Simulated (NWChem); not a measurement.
System: C₂H₈OSn; SMILES CC[O][SnH3]

Output (shortened):

```
             Northwest Computational Chemistry Package (NWChem) 7.3.0
             --------------------------------------------------------

                             Geometry "geometry" -> ""
                             -------------------------

 Output coordinates in angstroms (scale by  1.889725989 to convert to a.u.)

  No.       Tag          Charge          X              Y              Z
 ---- ---------------- ---------- -------------- -------------- --------------
    1 Sn                  50.0000     0.02011300     0.97688600    -0.00148400
    2 O                    8.0000     0.50595300    -0.95575800     0.00371600
    3 C                    6.0000    -0.48297300    -1.94850400     0.00406600
    4 C                    6.0000     0.18140100    -3.30870500     0.00195600
    5 H                    1.0000    -0.89927300     1.28792000    -1.41808400
    6 H                    1.0000    -0.89592300     1.29727100     1.41520500
    7 H                    1.0000     1.53486700     1.76102900    -0.00560600
    8 H                    1.0000    -1.14490800    -1.86643100     0.89318800
    9 H                    1.0000    -1.14754600    -1.86492200    -0.88296500
   10 H                    1.0000     0.81699900    -3.42426700     0.89275400
   11 H                    1.0000    -0.56781400    -4.11580100    -0.00203400
   12 H                    1.0000     0.82076800    -3.41893400    -0.88683000

 Effective nuclear repulsion energy (a.u.)     361.3718358211

                                 NWChem DFT Module
                                 -----------------

 Summary of "ao basis" -> "ao basis" (spherical)
 ------------------------------------------------------------------------------
       Tag                 Description            Shells   Functions and Types
 ---------------- ------------------------------  ------  ---------------------
 Sn                         def2-svp                10       26   4s4p2d
 O                          def2-svp                 6       14   3s2p1d
 C                          def2-svp                 6       14   3s2p1d
 H                          def2-svp                 3        5   2s1p

            General Information
            -------------------
          SCF calculation type: DFT
          Wavefunction type:  closed shell.
          No. of atoms     :    12
          No. of electrons :    50
           Alpha electrons :    25
            Beta electrons :    25
          Charge           :     0
          Spin multiplicity:     1
          Use of symmetry is: off; symmetry adaption is: off
          Maximum number of iterations: 150
          AO basis - number of functions:   108
                     number of shells:    52
          Convergence on energy requested:  1.00D-06
          Convergence on density requested:  1.00D-05
          Convergence on gradient requested:  5.00D-04

              XC Information
              --------------
                         B3LYP Method XC Potential
                     Hartree-Fock (Exact) Exchange  0.200
                        Slater Exchange Functional  0.800 local
                    Becke 1988 Exchange Functional  0.720 non-local
              Lee-Yang-Parr Correlation Functional  0.810
                  VWN I RPA Correlation Functional  0.190 local

             Grid Information
             ----------------
          Grid used for XC integration:  medium
          Radial quadrature: Mura-Knowles
          Angular quadrature: Lebedev.
          Tag              B.-S. Rad. Rad. Pts. Rad. Cut. Ang. Pts.
          ---              ---------- --------- --------- ---------
          Sn                  1.45      123          12.0       590
          O                   0.60       49          10.0       434
          C                   0.70       49          12.0       434
          H                   0.35       45          14.0       434
          Grid pruning is: on
          Number of quadrature shells:   630
          Spatial weights used:  Erf1

      Superposition of Atomic Density Guess
      -------------------------------------

 Sum of atomic energies:        -403.03075000

      Non-variational initial energy
      ------------------------------

 Total energy =    -369.045131
 1-e energy   =    -994.670503
 2-e energy   =     419.016744
 HOMO         =      -0.347318
 LUMO         =       0.015166

   convergence    iter        energy       DeltaE   RMS-Dens  Diis-err
 ---------------- ----- ----------------- --------- --------- ---------
 d= 0,ls=0.0,diis     1   -370.3948783974 -5.77D+02  1.76D-02  5.92D-01
 d= 0,ls=0.0,diis     2   -370.2700202171  1.25D-01  1.10D-02  1.97D+00
 d= 0,ls=0.0,diis     3   -370.4725412772 -2.03D-01  1.65D-03  3.46D-02
 d= 0,ls=0.0,diis     4   -370.4754220382 -2.88D-03  5.61D-04  5.90D-03
 d= 0,ls=0.0,diis     5   -370.4761192129 -6.97D-04  1.32D-04  2.15D-04
  Resetting Diis
 d= 0,ls=0.0,diis     6   -370.4761474661 -2.83D-05  2.86D-05  1.07D-05
 d= 0,ls=0.0,diis     7   -370.4761485751 -1.11D-06  1.01D-05  4.06D-07
 d= 0,ls=0.0,diis     8   -370.4761485673  7.73D-09  4.93D-06  4.89D-07

         Total DFT energy =     -370.476148567346
      One electron energy =     -998.399825744417
           Coulomb energy =      461.856904985158
    Exchange-Corr. energy =      -40.541856215151
 Nuclear repulsion energy =      206.608628407063

 Numeric. integr. density =       49.999945055347

                       DFT Final Molecular Orbital Analysis
                       ------------------------------------

 Vector   23  Occ=2.000000D+00  E=-3.330303D-01
              MO Center= -5.1D-01,  3.4D-01, -1.4D-02, r^2= 5.3D+00
   Bfn.  Coefficient  Atom+Function         Bfn.  Coefficient  Atom+Function
  ----- ------------  ---------------      ----- ------------  ---------------
    13      0.323295   1 Sn pz               69     -0.285724   5 H  s
    74      0.280412   6 H  s                70     -0.184170   5 H  s
    75      0.180795   6 H  s                46     -0.162686   3 C  pz
    60      0.146642   4 C  pz               84     -0.123707   8 H  s
    89      0.124245   9 H  s                94      0.120210  10 H  s

 Vector   24  Occ=2.000000D+00  E=-2.804162D-01
              MO Center=  1.8D-01, -1.1D+00,  2.0D-03, r^2= 2.7D+00
   Bfn.  Coefficient  Atom+Function         Bfn.  Coefficient  Atom+Function
  ----- ------------  ---------------      ----- ------------  ---------------
    30      0.417463   2 O  px               33      0.312232   2 O  px
    31     -0.269785   2 O  py               59     -0.208889   4 C  py
    12      0.202286   1 Sn py               34     -0.199683   2 O  py
    44     -0.180069   3 C  px               57     -0.176841   4 C  s
     3     -0.147063   1 Sn s                29      0.136705   2 O  s

 Vector   25  Occ=2.000000D+00  E=-2.560097D-01
              MO Center=  5.5D-02, -1.0D+00,  4.7D-03, r^2= 2.2D+00
   Bfn.  Coefficient  Atom+Function         Bfn.  Coefficient  Atom+Function
  ----- ------------  ---------------      ----- ------------  ---------------
    32      0.544721   2 O  pz               35      0.416105   2 O  pz
    84     -0.211415   8 H  s                89      0.210488   9 H  s
    85     -0.184655   8 H  s                90      0.184109   9 H  s
    46     -0.180376   3 C  pz               70      0.140996   5 H  s
    75     -0.141473   6 H  s                74     -0.097212   6 H  s

 Vector   26  Occ=0.000000D+00  E=-1.318803D-02
              MO Center= -5.6D-02,  8.8D-01, -1.3D-03, r^2= 4.9D+00
   Bfn.  Coefficient  Atom+Function         Bfn.  Coefficient  Atom+Function
  ----- ------------  ---------------      ----- ------------  ---------------
    15      0.943336   1 Sn py               43      0.435570   3 C  s
    29      0.404653   2 O  s                 3     -0.301295   1 Sn s
    12      0.289162   1 Sn py               34      0.233927   2 O  py
    31      0.199880   2 O  py               80     -0.175770   7 H  s
   100     -0.148988  11 H  s                28      0.147792   2 O  s

 Vector   27  Occ=0.000000D+00  E= 1.144739D-02
              MO Center= -7.9D-02,  1.3D+00, -2.8D-03, r^2= 4.2D+00
   Bfn.  Coefficient  Atom+Function         Bfn.  Coefficient  Atom+Function
  ----- ------------  ---------------      ----- ------------  ---------------
     4      1.038125   1 Sn s                 3      0.922276   1 Sn s
    70     -0.773646   5 H  s                75     -0.773378   6 H  s
    80     -0.770980   7 H  s                15      0.317166   1 Sn py
     2     -0.297436   1 Sn s                43      0.244797   3 C  s
     1     -0.227854   1 Sn s                79     -0.226623   7 H  s

 Vector   28  Occ=0.000000D+00  E= 4.569014D-02
              MO Center= -3.4D-01,  7.5D-01,  1.0D-03, r^2= 5.2D+00
   Bfn.  Coefficient  Atom+Function         Bfn.  Coefficient  Atom+Function
  ----- ------------  ---------------      ----- ------------  ---------------
    14      1.393767   1 Sn px               80     -1.057193   7 H  s
    70      0.602308   5 H  s                43      0.597032   3 C  s
    75      0.598597   6 H  s                11      0.336272   1 Sn px
    57     -0.312631   4 C  s                29     -0.209906   2 O  s
    15      0.193846   1 Sn py               79     -0.177999   7 H  s

[...]

 DFT Linear Response polarizability / au
 Frequency  =       0.0773000 / au
 Wavelength =     589.4353558 / nm
              X              Y              Z
 -----------------------------------------------
 X      58.4714394      2.3530337     -0.0124734
 Y       2.3530372     75.8862301     -0.0038534
 Z      -0.0124734     -0.0038526     58.0076756
 -----------------------------------------------
 Eigenvalues =      58.1600293     76.1985648     58.0067511
 Isotropic   =      64.1217817
 Anisotropic =      18.1156610
 -----------------------------------------------

 Magnetic Dipole Response Matrix (nonzero elements):
```

Level: B3LYP/def2-SVP with def2 effective core potentials on Sn. The geometry was optimised at PBE0/def2-SVP. Not confirmed as a minimum by frequencies. def2 effective core potentials on Sn; no spin-orbit coupling.

Task: Which NWChem input produces such a log?

Result: Several could match; the one computed here: the input that was run:
```
start job
memory heap 200 mb stack 900 mb global 1100 mb
geometry units angstroms noautosym nocenter noautoz
  Sn     0.020113     0.976886    -0.001484
  O      0.505953    -0.955758     0.003716
  C     -0.482973    -1.948504     0.004066
  C      0.181401    -3.308705     0.001956
  H     -0.899273     1.287920    -1.418084
  H     -0.895923     1.297271     1.415205
  H      1.534867     1.761029    -0.005606
  H     -1.144908    -1.866431     0.893188
  H     -1.147546    -1.864922    -0.882965
  H      0.816999    -3.424267     0.892754
  H     -0.567814    -4.115801    -0.002034
  H      0.820768    -3.418934    -0.886830
end
basis spherical
  Sn library def2-svp
  O library def2-svp
  C library def2-svp
  H library def2-svp
end
ecp
  Sn library def2-ecp
end
dft
  xc b3lyp
  iterations 150
end
property
  response 1 0.0773
end
task dft property
```
